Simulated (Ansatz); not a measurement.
`O=C[TeH]` + `[SbH3]` → `[SbH2][TeH]` + `C=O` at 298.15 K and 1 bar (formal exchange of groups at a Te–C bond).

Gas-phase electronic energies from Ansatz, PBE0-D4/def2-TZVP geometries. CBS: MP2 limit from def2 TZ/QZ plus the TZ coupled-cluster correction, frozen cores. This one scheme is used for every species. Elements past krypton have def2 core potentials. For Sb, Te outer-core shells are correlated without core-valence functions, which leaves a few kJ/mol of doubt a bond.

```tsv
species	CCSD(T)/CBS energy (Eh)	H − E (kJ/mol)	S (J/(mol·K))
`O=C[TeH]`	-382.12128	78.3	289.9
`[SbH3]`	-241.78682	60.8	232.7
`[SbH2][TeH]`	-509.54647	68.1	313.3
`C=O`	-114.39408	80.1	218.6
```

H − E and S are ideal-gas, rigid-rotor, harmonic terms from PBE0-D4/def2-TZVP. 1 Eh = 2625.50 kJ/mol, R = 8.31446 J/(mol·K).

By hand: ΔE, ΔH, ΔS and ΔG.

ΔE = (-509.54647) + (-114.39408) − (-382.12128) − (-241.78682) = -0.03245 Eh = -85.2 kJ/mol. Δ(H − E) = 68.1 + 80.1 − 78.3 − 60.8 = 9.1, so ΔH = -76.1 kJ/mol. ΔS = 313.3 + 218.6 − 289.9 − 232.7 = 9.3 J/(mol·K). ΔG = -76.1 − 298.15 × (9.3)/1000 = -78.9 kJ/mol.

By hand: the equilibrium constant, and the temperature at which ΔG would vanish if ΔH and ΔS stayed fixed.

log₁₀ K = −ΔG/(RT ln 10) = 13.8. ΔH and −TΔS have one sign here, so there is no such temperature.

The number of gas molecules stays the same, so ΔS is small and ΔH decides. A doubt of 5 kJ/mol in ΔE shifts log₁₀ K by 0.9 here. These are equilibria of isolated gas molecules and say nothing of rates. Largest T1 diagnostic: 0.016 (customary marks: 0.02 for closed shells, 0.045 for open ones).
